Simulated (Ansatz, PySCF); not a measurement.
H₃OSbTe₂, SMILES [OH][Sb]([TeH])[TeH].

Geometry optimised at r2SCAN-D4/def2-SVP. The structure was generated by enumeration; whether it is a known compound was not checked. The def2 effective core potentials stand for the cores of Sb, Te; spin–orbit coupling is left out. One conformer was computed; it need not be the lowest.

Vertical ionisation energy (IE) and electron affinity (EA) in eV. Rows of orbital energies are one-electron estimates. Where ΔSCF, EOM or ADC give a negative EA the extra electron is unbound and the value depends on the basis.

```json
[
 {"level": "−ε(HOMO), −ε(LUMO), CAM-B3LYP/def2-TZVP (PySCF)", "IE": "?", "EA": "?"},
 {"level": "−ε(HOMO), −ε(LUMO), PBE/def2-TZVP (PySCF)", "IE": "5.39", "EA": "2.76"},
 {"level": "ΔSCF, PBE/def2-SVPD (Ansatz), final states of multiplicity 2 and 2", "IE": "7.79", "EA": "0.75"}
]
```

Task: Complete the blanks. (The exact figures need the calculation; the answer reports its results.)

Result: 
- −ε(HOMO), −ε(LUMO), CAM-B3LYP/def2-TZVP (PySCF), IE: 7.51
- −ε(HOMO), −ε(LUMO), CAM-B3LYP/def2-TZVP (PySCF), EA: 1.24

Task: What vertical singlet–triplet gap does ΔSCF give with PBE/def2-SVPD (Ansatz, an electronic-structure program)? (The exact figures need the calculation; the answer reports its results.)

Result: 2.56 eV (triplet above singlet where positive).
